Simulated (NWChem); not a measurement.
System: CH₃F₃OSi; SMILES OC[Si](F)(F)F

```xyz
9

O      0.1804     2.3100    -0.0212
C     -0.7985     1.3042    -0.1423
Si    -0.0324    -0.3879    -0.0251
F      0.7962    -0.8144    -1.3275
F     -1.1145    -1.5402     0.2472
F      0.9988    -0.3785     1.2093
H      0.5966     2.2272     0.8443
H     -1.6184     1.3986     0.5988
H     -1.2755     1.4219    -1.1290
```
Atoms are numbered in this order, from 1.

All runs use the structure optimised with PBE0/def2-SVP. B3LYP is NWChem's, with the RPA form of VWN correlation.

 Unshifted, non-relativistic core excitations; the lowest 4 roots alone, so stronger bands may lie above.

### Question
List the first Si K-edge excitations from B3LYP/6-311G** (spherical d), restricted-window TDA (NWChem).

### Answer
| state | energy (eV) | dipole oscillator strength | leading excitation (squared amplitude) |
|---|---|---|---|
| S1 | 1800.4 | 0.0022 | 1s of atom 3 or its equivalents → LUMO (0.90) |
| S2 | 1800.7 | 0.0008 | 1s of atom 3 or its equivalents → LUMO+1 (0.87) |
| S3 | 1801.2 | 0.0043 | 1s of atom 3 or its equivalents → LUMO+2 (0.94) |
| S4 | 1802.2 | 0.0009 | 1s of atom 3 or its equivalents → LUMO+3 (0.86) |
